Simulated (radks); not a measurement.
All-electron atom: Br10+ in [Ar] 3d7 (the NIST ground configuration). All-electron calculation, Dirac Kohn-Sham, LB94 model potential, spin-unpolarised, spherical densities, finite nucleus; open shells fill j = l - 1/2 first; Fermi nuclear charge, rms radius 4.1629 fm. Program: a radial shooting solver on a logarithmic mesh with Libxc functionals.

Unscreened Slater integrals over Kohn-Sham orbitals (eV). Large and small components are both included.

\begin{tabular}{lr}
integral & value \\ \hline
F0(3d5/2,3d5/2) & 47.095 \\
F2(3d5/2,3d5/2) & 23.097 \\
F4(3d5/2,3d5/2) & 14.649 \\
F0(3d5/2,3d3/2) & 47.226 \\
F2(3d5/2,3d3/2) & 23.147 \\
G2(3d5/2,3d3/2) & 23.092 \\
G4(3d5/2,3d3/2) & 14.645 \\
F0(3d5/2,3p3/2) & 45.860 \\
F2(3d5/2,3p3/2) & 22.187 \\
G1(3d5/2,3p3/2) & 26.178 \\
G3(3d5/2,3p3/2) & 16.532 \\
F0(3d5/2,3p1/2) & 46.283 \\
G3(3d5/2,3p1/2) & 16.769 \\
F0(3d3/2,3d3/2) & 47.358 \\
F2(3d3/2,3d3/2) & 23.199 \\
F0(3d3/2,3p3/2) & 45.975 \\
F2(3d3/2,3p3/2) & 22.204 \\
G1(3d3/2,3p3/2) & 26.143 \\
G3(3d3/2,3p3/2) & 16.512 \\
F0(3d3/2,3p1/2) & 46.401 \\
G1(3d3/2,3p1/2) & 26.653 \\
F0(3p3/2,3p3/2) & 45.265 \\
F2(3p3/2,3p3/2) & 22.810 \\
F0(3p3/2,3p1/2) & 45.648 \\
G2(3p3/2,3p1/2) & 22.942 \\
F0(3p1/2,3p1/2) & 46.044 \\
\end{tabular}
